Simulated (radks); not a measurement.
The nitrogen anion N2-, [He] 2s2 2p5, held by a Watson sphere: a shell of charge +1.86 at radius R that stands for the Madelung well of a crystal (potential energy -1.86/R inside, -1.86/r outside, in hartree with lengths in bohr). Calculated with a radial shooting solver on a logarithmic mesh with Libxc functionals: scalar-relativistic Kohn-Sham, LDA (Slater exchange, Perdew-Wang correlation), spin-polarised, spherical densities, finite nucleus; open shells are filled with parallel spins first; Fermi nuclear charge, rms radius of each element as measured or else 0.836 A^(1/3) + 0.57 fm. Response by self-consistent Sternheimer equations with the Hartree and adiabatic LDA kernel, the relativistic mass of each level held fixed and spin-orbit coupling left out. The sphere does not respond.

R (bohr)  e(2s down) (eV)  e(2p up) (eV)  e(2p down) (eV)  <r> 2p (bohr)  sum of <r^2> (bohr^2)  X-ray form factor at sin(theta)/lambda = 0.2 1/angstrom  alpha (bohr^3)
2                 -16.089         -6.269           -5.307          1.756                  24.35                                                    4.980           19.97
2.95              -13.633         -4.299           -3.416          2.079                  32.41                                                    4.661           48.64
2.99              -13.558         -4.234           -3.352          2.094                  32.76                                                    4.654           50.49
3.07              -13.413         -4.108           -3.228          2.122                  33.48                                                    4.641           54.40
3.17              -13.242         -3.959           -3.080          2.159                  34.39                                                    4.627           59.73
3.29              -13.051         -3.791           -2.912          2.204                  35.51                                                    4.612           66.83
3.68              -12.523         -3.322           -2.432          2.362                  39.33                                                    4.581           96.65
3.69              -12.511         -3.311           -2.421          2.367                  39.43                                                    4.580           97.58
